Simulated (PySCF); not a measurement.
Fine-structure interval of Ta⁵⁶⁺ by level of theory

Ta⁵⁶⁺ [Ne] 3s2 3p5 [3p1/2^2 3p3/2^3, M_J = 3/2] → Ta⁵⁶⁺ [Ne] 3s2 3p5 [3p1/2^1 3p3/2^4, M_J = 1/2], as a difference of total energies. All numbers are calculated (PySCF 2.14, the two-component X2C-1e Hamiltonian, in an even-tempered Gaussian basis (18 s from 16 bohr⁻², ratio 2.4; 14 p from 21 bohr⁻², ratio 2.4; 4 d from 77 bohr⁻², ratio 2.6; 4 f from 120 bohr⁻², ratio 2.6)). Correlated levels: 1s2 frozen; the 48 highest virtual spinors dropped. "Screened" scales the spin-orbit matrix elements by Boettger's factors to mimic the two-electron term; Breit and QED terms are absent.

| method | fine-structure interval (cm⁻¹) |
| --- | --- |
| GHF (screened spin-orbit) | 2667100 |
| GMP2 (screened spin-orbit) | 2667800 |
| GHF (bare spin-orbit) | 2750200 |
